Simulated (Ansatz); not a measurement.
F3Ga (`[F][Ga]([F])[F]`). The species carries charge 0 and has multiplicity 1.

**Question.** What are the harmonic wavenumbers in cm⁻¹ at PBE0-D4/def2-TZVP (Ansatz, finite differences of forces, unscaled)? (An estimate is asked.)

**Answer.** The calculation gave: 184, 184, 203, 672, 755, 755.

**Question.** Is this a minimum?

**Answer.** Yes, all 6 modes are real.

**Question.** Give the ideal-gas thermochemistry at 298.15 K and 1 bar (rigid rotor, harmonic oscillator; point group D3h, symmetry number 6).

**Answer.** Zero-point energy 16.5 kJ/mol; H(298) − E = 31.7 kJ/mol; entropy 292.6 J/(mol·K), of which translation 169.2, rotation 91.9, vibration 31.5; G(298) − E = -55.5 kJ/mol.
